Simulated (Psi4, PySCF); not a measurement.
H$_{2}$BrGaO$_{2}$ (SMILES [OH][Ga]([OH])[Br]), singlet, geometry from GFN2-xTB (such geometries of metal compounds can be far from the true shape), atoms displaced at random by about 0.08 Å a coordinate. Base run: TPSS/STO-3G, gradient (PySCF).

Here is a job for PySCF.
```python
from pyscf import gto, scf, dft

mol = gto.Mole()
mol.atom = '''
    Ga    0.40362942    0.55427027    0.00218787
    Br   -1.09590282   -1.07049212   -0.15939752
    O     0.36250321    1.85331229   -0.85775862
    H     0.95029873    2.69052231   -0.95686389
    O     2.02084349    0.37811160    0.99069470
    H     2.15149236   -0.28781208    1.44819019
'''
mol.basis = 'sto-3g'
mol.verbose = 3
mol.build()

mf = dft.RKS(mol)
mf.xc = 'tpss'
mf.kernel()
g = mf.nuc_grad_method()
grad = g.kernel()
```

Programs used: Psi4, PySCF; a row that names a program was run with it.

The coordinate followed is z of atom 6.

Variants of this job, named by their change:

| change | dE/dx (Eh/bohr) | net force (Eh/bohr) |
|---|---|---|
| base | -0.206644 | 0.000366 |
| finite difference step (bohr) = 0.2; conv_tol = 1e-11 | -0.203527 | - |
| finite difference step (bohr) = 1e-4; conv_tol = 1e-11 | -0.206646 | - |
| finite difference step (bohr) = 0.05; conv_tol = 1e-11 | -0.206456 | - |
| grids.level = 5; grid_response = off | -0.206643 | 0.000038 |
| grids.level = 5; grid_response = on | -0.206643 | 0.000000 |
| conv_tol = 1e-11 | -0.206644 | 0.000366 |
| code = psi4 | -0.206629 | 0.000184 |
| finite difference step (bohr) = 1e-3; conv_tol = 1e-11 | -0.206646 | - |
| finite difference step (bohr) = 0.01; conv_tol = 1e-11 | -0.206638 | - |
| grids.level = 1; grid_response = off | -0.206659 | 0.001131 |
| grids.level = 1; grid_response = on | -0.206649 | 0.000000 |

The net force is zero for an exact gradient.
